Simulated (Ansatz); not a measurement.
Reaction (atomization): `FCC(F)OC(F)F` → 3 C• + 4 F• + 4 H• + O•

Computed with Ansatz on PBE0-D4/def2-TZVP structures; ΔE is electronic, products minus reactants. CBS: MP2 limit from def2 TZ/QZ plus the TZ coupled-cluster correction, frozen cores. This one scheme is used for every species, atoms too. Functionals use def2-TZVPP. B3LYP here is the variant with VWN-RPA as its local correlation; programs differ in this. No spin–orbit coupling; open shells (•) take unrestricted orbitals. Spin–orbit coupling would lower the free atoms: a little for C, F, O. Each species was taken in one conformer, which may not be the lowest.

```json
{"level": "PBE-D4", "ΔE (kJ/mol)": "5011.7", "difference from CCSD(T)/CBS": "195.7"}
{"level": "r2SCAN-D4", "ΔE (kJ/mol)": "4845.3", "difference from CCSD(T)/CBS": "29.3"}
{"level": "B3LYP-D4", "ΔE (kJ/mol)": "4791.3", "difference from CCSD(T)/CBS": "-24.7"}
{"level": "ωB97M-V", "ΔE (kJ/mol)": "4837.4", "difference from CCSD(T)/CBS": "21.4"}
{"level": "B2PLYP", "ΔE (kJ/mol)": "4760.8", "difference from CCSD(T)/CBS": "-55.2"}
{"level": "PBE", "ΔE (kJ/mol)": "4991.2", "difference from CCSD(T)/CBS": "175.2"}
{"level": "r2SCAN", "ΔE (kJ/mol)": "4839.8", "difference from CCSD(T)/CBS": "23.8"}
{"level": "PBE0", "ΔE (kJ/mol)": "4826.6", "difference from CCSD(T)/CBS": "10.6"}
{"level": "B3LYP", "ΔE (kJ/mol)": "4759.0", "difference from CCSD(T)/CBS": "-57.0"}
{"level": "MP2/def2-TZVPP", "ΔE (kJ/mol)": "4859.0", "difference from CCSD(T)/CBS": "43.0"}
{"level": "SCS-MP2/def2-TZVPP", "ΔE (kJ/mol)": "4761.4", "difference from CCSD(T)/CBS": "-54.6"}
{"level": "CCSD/def2-TZVPP", "ΔE (kJ/mol)": "4590.7", "difference from CCSD(T)/CBS": "-225.3"}
{"level": "MP2/def2-QZVPP", "ΔE (kJ/mol)": "4936.5", "difference from CCSD(T)/CBS": "120.5"}
{"level": "SCS-MP2/def2-QZVPP", "ΔE (kJ/mol)": "4845.1", "difference from CCSD(T)/CBS": "29.1"}
{"level": "HF/CBS(def2)", "ΔE (kJ/mol)": "3336.6", "difference from CCSD(T)/CBS": "-1479.4"}
{"level": "MP2/CBS(def2)", "ΔE (kJ/mol)": "4990.6", "difference from CCSD(T)/CBS": "174.6"}
{"level": "CCSD(T)/CBS", "ΔE (kJ/mol)": "4816.0", "difference from CCSD(T)/CBS": "0"}
```

Largest T1 diagnostic among the species: 0.012.

The D4 term adds +32.4 kJ/mol with B3LYP and +17.1 kJ/mol with PBE0; it sums over pairs of atoms, weighted by their polarisabilities, and B3LYP, whose exchange is more repulsive, gets the larger term. In def2-TZVPP, CCSD(T) changes the Hartree–Fock value by +1354.2 kJ/mol (the triples alone add +93.7 kJ/mol) and MP2 by +1528.9 kJ/mol; breaking electron pairs costs correlation energy, which Hartree–Fock lacks. From PBE to PBE0 (25 % exact exchange), in def2-TZVPP and without D4, ΔE moves by −164.6 kJ/mol: exact exchange takes away binding that semilocal exchange gives to molecules.

For atomizations the MP2-based limit and the directly extrapolated one differ by several kJ/mol either way, and by 10 to 25 for some Ge, Se and Sn compounds, so smaller differences from it don't rank the levels.
